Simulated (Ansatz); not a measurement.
Consider the ligand exchange at a Ga–C bond: `[CH3][GaH][CH2]O` + `NCF` → `[CH3][GaH][NH]CF` + CH₃OH.

Program: Ansatz. Geometries: PBE0-D4/def2-TZVP. ΔE: electronic, gas phase. CBS: MP2 limit from def2 TZ/QZ plus the TZ coupled-cluster correction, frozen cores. This one scheme is used for every species. Functionals use def2-TZVPP. B3LYP here is the variant with VWN-RPA as its local correlation; programs differ in this. For Ga outer-core shells are correlated without core-valence functions, which leaves a few kJ/mol of doubt a bond. Scalar relativity is left out up to krypton. One conformer a species, not always the lowest.

`[CH3][GaH][CH2]O`:

```xyz
11

C     1.035   -0.295   -1.432
Ga    0.135   -0.942    0.197
C    -0.988    0.328    1.243
O    -1.246    1.578    0.612
H     0.529    0.572   -1.863
H     2.062    0.000   -1.193
H     1.096   -1.077   -2.191
H     0.325   -2.424    0.700
H    -0.563    0.471    2.249
H    -1.964   -0.138    1.410
H    -0.421    1.926    0.267
```

`NCF`:

```xyz
7

N     0.439    0.328    0.706
C    -0.105   -0.399   -0.363
F    -1.091    0.301   -1.080
H     0.916    1.167    0.406
H    -0.246    0.560    1.411
H     0.674   -0.649   -1.085
H    -0.586   -1.307    0.005
```

`[CH3][GaH][NH]CF`:

```xyz
12

C     1.362    1.368    0.317
Ga    0.449    0.447   -1.151
N    -0.688   -0.922   -0.676
C    -1.114   -1.196    0.630
F    -2.229   -0.422    1.005
H     1.879    2.263   -0.030
H     2.101    0.706    0.775
H     0.648    1.654    1.093
H     0.596    0.667   -2.691
H    -1.246   -1.376   -1.382
H    -1.429   -2.236    0.757
H    -0.330   -0.954    1.353
```

CH₃OH:

```xyz
6

C     0.153    0.290   -0.140
O    -0.581   -0.466    0.796
H     0.183    1.315    0.230
H    -0.317    0.299   -1.131
H     1.186   -0.065   -0.245
H    -0.623   -1.373    0.490
```

```tsv
level	ΔE (kcal/mol)	difference from CCSD(T)/CBS
r2SCAN-D4	-19.3	0.9
ωB97X-V	-19.4	0.8
ωB97M-V	-18.9	1.3
PBE	-17.4	2.8
B3LYP	-18.9	1.3
SCS-MP2/def2-TZVPP	-21.2	-1.0
CCSD/def2-TZVPP	-20.5	-0.3
MP2/def2-QZVPP	-21.0	-0.8
MP2/CBS(def2)	-20.8	-0.6
CCSD/CBS(def2)	-20.2	0.0
CCSD(T)/CBS	-20.2	0
```

Largest T1 diagnostic among the species: 0.013.

From PBE to PBE0 (25 % exact exchange), in def2-TZVPP and without D4, ΔE moves by −0.7 kcal/mol.
